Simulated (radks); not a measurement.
Task: Ta4+, 69 electrons, occupied as [Xe] 4f14 5d1. All-electron calculation, Dirac Kohn-Sham, PBEsol, spin-unpolarised, spherical densities, point nucleus; open shells fill j = l - 1/2 first. Program: a radial shooting solver on a logarithmic mesh with Libxc functionals.

Spin-orbit splittings of the eigenvalues, e(l+1/2) - e(l-1/2), with zeta = 2 splitting/(2l+1) and mean radii in bohr:

shell  occ.  splitting (eV)  zeta (eV)  <r> j=l-1/2  <r> j=l+1/2
2p        6            1270      846.4      0.06488      0.07272
3p        6           273.3      182.2       0.1943       0.2089
3d       10           59.54      23.82       0.1830       0.1874
4p        6           63.00      42.00       0.4645       0.4977
4d       10           11.57      4.629       0.5166       0.5281
4f       14           1.992     0.5690       0.6297       0.6399
5p        6           9.183      6.122        1.197        1.291
5d        1               ?          ?        1.709        1.747

Estimate the 5d splitting.

Result: 0.9524 eV (zeta = 0.3809 eV).
